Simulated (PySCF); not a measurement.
Compound: 2-methoxynaphthalene, C11H10O.
Atom-mapped SMILES: `[CH3:1][O:2][c:3]1[cH:4][cH:5][c:6]2[cH:7][cH:8][cH:9][cH:10][c:11]2[cH:12]1` (hydrogens: H13, H14, H15 on C1; H16 on C4; H17 on C5; H18 on C7; H19 on C8; H20 on C9; H21 on C10; H22 on C12)

Computed, not measured: PySCF, PBE0-D3(BJ)/def2-SVP geometry optimisation, gas phase.

Question: What internal coordinates does the optimisation give?

Answer: 
```json
{"bond": "C1–O2", "length (Å)": "1.399", "order": "single"}
{"bond": "O2–C3", "length (Å)": "1.347", "order": "single"}
{"bond": "C3–C4", "length (Å)": "1.421", "order": "aromatic"}
{"bond": "C4–C5", "length (Å)": "1.369", "order": "aromatic"}
{"bond": "C5–C6", "length (Å)": "1.421", "order": "aromatic"}
{"bond": "C6–C7", "length (Å)": "1.416", "order": "aromatic"}
{"bond": "C7–C8", "length (Å)": "1.377", "order": "aromatic"}
{"bond": "C8–C9", "length (Å)": "1.413", "order": "aromatic"}
{"bond": "C9–C10", "length (Å)": "1.377", "order": "aromatic"}
{"bond": "C10–C11", "length (Å)": "1.418", "order": "aromatic"}
{"bond": "C11–C12", "length (Å)": "1.420", "order": "aromatic"}
{"bond": "C3–C12", "length (Å)": "1.380", "order": "aromatic"}
{"bond": "C6–C11", "length (Å)": "1.428", "order": "aromatic"}
{"bond": "C1–H13, C1–H14, C1–H15", "length (Å)": "1.102", "order": "single"}
{"bond": "C4–H16", "length (Å)": "1.092", "order": "single"}
{"bond": "C5–H17", "length (Å)": "1.093", "order": "single"}
{"bond": "C7–H18", "length (Å)": "1.093", "order": "single"}
{"bond": "C8–H19", "length (Å)": "1.092", "order": "single"}
{"bond": "C9–H20", "length (Å)": "1.093", "order": "single"}
{"bond": "C10–H21", "length (Å)": "1.093", "order": "single"}
{"bond": "C12–H22", "length (Å)": "1.090", "order": "single"}
```

Bonds in one row agree within 0.01 Å and their mean is given. Orders are formal, as drawn. A selection of angles:
```json
{"angle": "C1–O2–C3", "degrees": "118.5"}
{"angle": "O2–C3–C4", "degrees": "115.0"}
{"angle": "O2–C3–C12", "degrees": "124.9"}
{"angle": "C4–C3–C12", "degrees": "120.1"}
{"angle": "C3–C4–C5", "degrees": "120.4"}
{"angle": "C4–C5–C6", "degrees": "121.2"}
{"angle": "C5–C6–C7", "degrees": "122.4"}
{"angle": "C5–C6–C11", "degrees": "118.3"}
{"angle": "C7–C6–C11", "degrees": "119.3"}
{"angle": "C6–C7–C8", "degrees": "120.9"}
{"angle": "C7–C8–C9", "degrees": "119.9"}
{"angle": "C8–C9–C10", "degrees": "120.5"}
{"angle": "C9–C10–C11", "degrees": "120.9"}
{"angle": "C10–C11–C12", "degrees": "121.8"}
{"angle": "C6–C11–C10", "degrees": "118.5"}
{"angle": "C6–C11–C12", "degrees": "119.6"}
{"angle": "C3–C12–C11", "degrees": "120.3"}
```

Torsions: C1–O2–C3–C4 180° (antiperiplanar).

The 6-membered ring C6–C7–C8–C9–C10–C11 has internal angles of 118.5° to 120.9° (sum 720°, against 720° for a flat polygon); it is planar, 0.00 Å rms from its mean plane, widest ring torsion 0°. The 6-membered ring C3–C4–C5–C6–C11–C12 has internal angles of 118.3° to 121.2° (sum 720°, against 720° for a flat polygon); it is planar, 0.00 Å rms from its mean plane, widest ring torsion 0°. The 11 C–C bonds span 1.369 Å (C4–C5, aromatic) to 1.428 Å (C6–C11, aromatic), a spread of 0.059 Å. The 12 heavy atoms lie in one plane (0.002 Å rms). The 2 C–O bonds span 1.347 Å (O2–C3, drawn single) to 1.399 Å (C1–O2, drawn single), a spread of 0.052 Å. Of the pairs four or more bonds apart, C1···H22 is among the closest relative to their van der Waals radii: 2.53 Å, 87 % of the sum of Bondi's values.

Point group: Cs (tolerance 0.08 Å). Whether it is a minimum is left open (no frequencies). One conformer, not necessarily the lowest.

Cost: about 3 min of CPU time on one thread; the machine was shared, so the figure is rough. That covers the optimisation of the geometry.
